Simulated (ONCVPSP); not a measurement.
## Ge: one change to an ONCV potential, before and after

* Element: germanium (Ge)
* Generator: ONCVPSP 4.0.1
* Type: optimised norm-conserving Vanderbilt (ONCV)
* Functional: PBEsol
* Relativity: fully relativistic
* Frozen core: [Ne]
* Valence charge: 22
* Reference configuration: 3s2 3p6 3d10 4s1.5 4p2.5
* Partial waves: 3s+4s: rc 1.00 bohr, ncon 5, nbas 9, qcut 12.2 1/bohr, 2 projectors; 3p+4p: rc 0.95 bohr, ncon 4, nbas 7, qcut 18.4 1/bohr, 2 projectors; 3d: rc 0.65 bohr, ncon 5, nbas 9, qcut 14.6 1/bohr, 2 projectors, debl 3.5 Ha
* Local potential: polynomial inside 0.40 bohr (lpopt 5, dvloc0 0 Ha)
* Core correction: Teter function, fcfact 4, rcfact 1.2

Open shells are filled in proportion to 2j + 1.

All-electron outer shells of the reference configuration (PBEsol, scalar-relativistic, ld1.x):

```csv
shell,level (eV),outermost node (bohr),outermost maximum (bohr)
2s,-1371.52,0.06,0.18
2p,-1198.96,–,0.14
3s,-169.03,0.26,0.54
3p,-116.34,0.23,0.54
3d,-30.20,–,0.50
4s,-12.24,0.77,1.73
4p,-4.25,0.82,2.19
```

Change: all radii but the core radius scaled by about 1.32 (s 1.32, p 1.26, d 0.86 bohr); local potential polynomial inside 0.52 bohr (lpopt 5, dvloc0 0 Ha).

Cutoffs: the cutoffs (Ha) at which the residual kinetic energy of the hardest occupied pseudo-wave falls to 1 and 0.1 mHa per electron; they do not see the model core or the augmentation charge, which bear on the density cutoff. Errors are all-electron minus pseudo energies relative to the spin-unpolarised reference configuration.

Q: How do hardness, ghosts and transferability respond?

A: The potential gets softer (688 Ha and 757 Ha → 295 Ha and 399 Ha); of the 4 tests that both files solve, the error grows in 0 and shrinks in 1 by more than 15 % and 0.3 meV (median size 0.3 → 0.3 meV); neither file shows a bound ghost. A larger radius leaves more room for a smooth pseudo-wave, so fewer plane waves are needed.

| quantity | base | changed |
| --- | --- | --- |
| cutoff, loose | 688 Ha | 295 Ha |
| cutoff, tight | 757 Ha | 399 Ha |
| loose cutoff by channel | s 62 Ha, p 59 Ha, d 688 Ha | s 42 Ha, p 60 Ha, d 295 Ha |
| bound ghosts | none | none |
| GHOST(+) flags under 300 eV | s at 293.1 eV | none |
| error for 3s2 3p6 3d10 4s2 4p2, meV [ΔE -3.96 eV] | 0.0 | 0.0 |
| error for 3s2 3p6 3d10 4s2 4p1, meV [ΔE 3.50 eV] | +0.6 | +0.4 |
| error for 3s2 3p6 3d10 4s2 4p0, meV [ΔE 18.95 eV] | +1.9 | +1.2 |
| error for 3s2 3p6 3d10 4s1 4p3, meV [ΔE 4.02 eV] | 0.0 | -0.2 |
| rms error of d²Exc/dni dnj with the model core, mHa | 7.00 | 6.84 |
